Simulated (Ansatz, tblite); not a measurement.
Cost and result up the ladder for Li10F10 (relaxed from a model of 2x2x5 LiF rock-salt block, whose bonding it doesn't keep) (20 atoms). Total charge 0; singlet. Geometry: PBE-D4/def2-SVP.

Cartesian coordinates in Å:
```
Li 0.481 -3.545 1.276
F -0.416 -2.271 0.355
Li -1.006 -0.745 -0.439
F -1.819 0.618 -1.330
Li -2.305 2.194 -2.072
F 2.133 -3.232 0.592
Li 1.421 -1.763 -0.264
F 0.767 -0.329 -1.202
Li 0.004 1.154 -1.966
F -0.709 2.622 -2.823
F 0.709 -2.622 2.823
Li -0.004 -1.154 1.966
F -0.767 0.329 1.202
Li -1.420 1.763 0.264
F -2.133 3.232 -0.592
Li 2.305 -2.194 2.072
F 1.819 -0.618 1.330
Li 1.006 0.745 0.439
F 0.416 2.271 -0.355
Li -0.481 3.545 -1.276
```

Ansatz on 4 threads of Arm Neoverse V2 on a shared host; xTB runs through tblite on one thread. Times are rough, summed over both states, and most runs start from the orbitals of an earlier one. PBE0-D4/def2-SVP serves as the yardstick here, not as an exact answer. The other state is a triplet.

The xTB rows come from tblite. HOMO above LUMO, or a gap near zero within one spin, warns that the state may not be the lowest or that an electron is smeared out.

xTB has no spin-polarisation term.

| level | functions | wall time | vertical triplet (eV) | difference from PBE0-D4/def2-SVP (eV) | remarks |
| --- | --- | --- | --- | --- | --- |
| GFN1-xTB | 80 | 0.044 s | 4.45 | -3.83 | – |
| GFN2-xTB | 80 | 0.053 s | 7.06 | -1.22 | – |
| PBE-D4/def2-SVP | 230 | 25 s | 6.79 | -1.49 | gap within one spin near zero (triplet) |
| PBE0-D4/def2-SVP | 230 | 47 s | 8.28 | 0.00 | – |
